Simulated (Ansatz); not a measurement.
A nudged elastic band was laid between two geometries of F$_{3}$H$_{3}$W (7 atoms, charge 0, multiplicity 1).

Computed with RKS PBE/def2-SVP (Ansatz 0.2.0).

```
movable images  : 9
climbing image  : yes
spring          : 5.0 eV/Å²
optimiser       : quadratic models (default)
start path      : through a guess of the saddle point
force threshold : 0.05 eV/Å
iteration limit : 42
end points      : relaxed
```

Initial state:

```xyz
7
Properties=species:S:1:pos:R:3
W 0.101 -0.248 0.156
H 0.113 0.916 1.410
F 1.892 -0.402 0.558
H 0.203 1.485 0.102
F -1.724 -0.201 0.402
F 0.019 -2.119 -0.315
H 0.205 0.439 -1.374
```

Final state:

```xyz
7
Properties=species:S:1:pos:R:3
W -0.461 -0.392 -0.032
H 1.277 0.771 0.802
F 1.764 -0.074 0.654
H -0.077 1.088 0.793
F -2.252 -0.027 -0.103
F 0.355 -2.054 0.077
H 0.204 0.558 -1.251
```

(1) Which bonds break or form, and what moves?

(2) Give the energies along the band, and the barrier.

(3) What is the geometry of the highest image?

Answers

(1) Bonds broken: W1–H2. Bonds formed: H2–F3.

(2) The run converged. The highest image is number 7 of 0 to 10, 187.6 kJ/mol above the first end and 3.9 kJ/mol above the last; the last end lies 183.7 kJ/mol above the first. The profile has 2 maxima (images 3, 7) with wells between them (image 5): this band takes more than one step, which may be the mechanism or a detour left from its start path. A vibrational analysis at the climbing image gives one clearly imaginary mode, 476i cm⁻¹: a first-order saddle point. The orbitals stay closed-shell, which can raise the energy where a bond breaks towards radicals; this wasn't checked here.

```json
{"image": "0", "path coordinate (Å)": "0.00", "energy (kJ/mol)": "0.0", "W1–H2 (Å)": "1.71", "H2–F3 (Å)": "2.37"}
{"image": "1", "path coordinate (Å)": "0.53", "energy (kJ/mol)": "6.8", "W1–H2 (Å)": "1.77", "H2–F3 (Å)": "2.42"}
{"image": "2", "path coordinate (Å)": "1.07", "energy (kJ/mol)": "66.0", "W1–H2 (Å)": "2.02", "H2–F3 (Å)": "2.35"}
{"image": "3", "path coordinate (Å)": "1.60", "energy (kJ/mol)": "97.0", "W1–H2 (Å)": "2.19", "H2–F3 (Å)": "2.33"}
{"image": "4", "path coordinate (Å)": "2.14", "energy (kJ/mol)": "41.4", "W1–H2 (Å)": "1.97", "H2–F3 (Å)": "2.39"}
{"image": "5", "path coordinate (Å)": "2.67", "energy (kJ/mol)": "28.0", "W1–H2 (Å)": "1.76", "H2–F3 (Å)": "2.09"}
{"image": "6", "path coordinate (Å)": "3.21", "energy (kJ/mol)": "127.4", "W1–H2 (Å)": "1.84", "H2–F3 (Å)": "1.64"}
{"image": "7", "path coordinate (Å)": "3.74", "energy (kJ/mol)": "187.6", "W1–H2 (Å)": "1.98", "H2–F3 (Å)": "1.15"}
{"image": "8", "path coordinate (Å)": "3.87", "energy (kJ/mol)": "186.0", "W1–H2 (Å)": "2.05", "H2–F3 (Å)": "1.06"}
{"image": "9", "path coordinate (Å)": "3.99", "energy (kJ/mol)": "184.2", "W1–H2 (Å)": "2.15", "H2–F3 (Å)": "1.01"}
{"image": "10", "path coordinate (Å)": "4.12", "energy (kJ/mol)": "183.7", "W1–H2 (Å)": "2.25", "H2–F3 (Å)": "0.99"}
```

(3) 
```xyz
7
Properties=species:S:1:pos:R:3:forces:R:3
W -0.359 -0.392 -0.013 0.00 0.00 0.00
H 1.025 0.785 0.763 0.00 0.00 0.00
F 1.675 -0.154 0.679 0.00 0.00 0.00
H 0.038 1.183 0.774 0.00 0.00 0.00
F -2.131 0.066 -0.094 0.00 0.00 0.00
F 0.283 -2.133 0.107 0.00 0.00 0.00
H 0.280 0.515 -1.277 0.00 0.00 0.00
```

The run took 14 min on 1 thread of Arm Neoverse V2, on a shared host, peak memory 0.12 GiB.
